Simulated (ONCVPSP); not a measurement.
## tellurium, ONCV: configuration errors across variants

Te, optimised norm-conserving Vanderbilt (ONCV), made with ONCVPSP 4.0.1 (PBEsol, scalar-relativistic). Core [Kr], reference 4d10 5s2 5p4. Waves: 5s: rc 1.85 bohr, ncon 3, nbas 8, qcut 3.4 1/bohr, 1 projector; 5p: rc 1.70 bohr, ncon 4, nbas 7, qcut 5.7 1/bohr, 2 projectors, debl 3.6 Ha; 4d: rc 1.35 bohr, ncon 4, nbas 9, qcut 10.4 1/bohr, 2 projectors, debl 1.9 Ha. Local part: polynomial inside 1.30 bohr (lpopt 5, dvloc0 0 Ha). Core correction: Teter function, fcfact 3.25, rcfact 1.65.

All-electron excitation energies from the reference (eV): (1) 4d10 5s2 5p3 9.753; (2) 4d10 5s2 5p2 27.722; (3) 4d10 5s2 5p1 54.679; (4) 4d9 5s2 5p5 38.179.

3 further variants failed, have other tests or too few solved ones, and are left out.

A true bound ghost makes a file unfit for plane-wave use even where its test errors are small: the radial tests pick states by their node count and pass the ghost by.

Errors AE − PS in meV (a dash: test not solved or not reliable):

```csv
change,(1),(2),(3),(4),bound ghosts,GHOST(+) flags above zero
base,-2.0,-3.9,-2.3,-343,"s, p",p
s: qcut 2.7; p: qcut 4.6; d: qcut 8.3,-2.0,-4.0,-2.6,-288,"s, p",p
p: qcut 5.6; d: qcut 10.3,-2.0,-4.0,-2.4,-343,"s, p",p
```

Give the same row for: s: qcut 2.3; p: qcut 3.9; d: qcut 7.1.

-1.5, -1.5, +2.8, -186; bound ghosts: s; GHOST(+) flags above zero: p.
